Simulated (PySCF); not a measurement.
Compound: BiMe2H, C2H7Bi.
Bonds: Bi1–C2, Bi1–C6. Hydrogens: H10 on Bi1; H3, H4, H5 on C2; H7, H8, H9 on C6.

Method: PBE0-D3(BJ)/def2-SVP geometry optimisation, gas phase, def2 core potentials past Kr in PySCF.

(1) How far are the bound atoms from Bi1?

(2) List the angles at Bi1.

(3) What is the shape at Bi1?

(4) What are the other bond lengths?

(5) What are the rotational constants (commonest isotopes, rigid rotor)?

Answers

(1) 3 atoms: H10 1.802 Å, C2 2.276 Å, C6 2.276 Å. The nearest atom not counted as bound is H3, at 2.83 Å (others tie with it).

(2) 
| angle | degrees | distance of the outer atoms (Å) |
| --- | --- | --- |
| C2–Bi1–C6 | 93.0 | 3.30 |
| C2–Bi1–H10 | 92.1 | 2.96 |
| C6–Bi1–H10 | 92.1 | 2.96 |

(3) Pyramidal: angles 93.0°, 92.1° and 92.1°, sum 277.3°, 1.15 Å off the plane of its three neighbours.

(4) C2–H3 and 5 like bonds 1.098 Å.

(5) A = 6542, B = 5283, C = 3160 MHz: an asymmetric top.

Point group: near Cs, missed by 0.09 Å at most; the miss may be what the optimiser left on a soft mode. Charge 0, singlet. Whether it is a minimum is left open (no frequencies).

The run took 15 s on an Arm Neoverse V1 with one thread, no GPU (shared host). These figures are those of the optimisation.
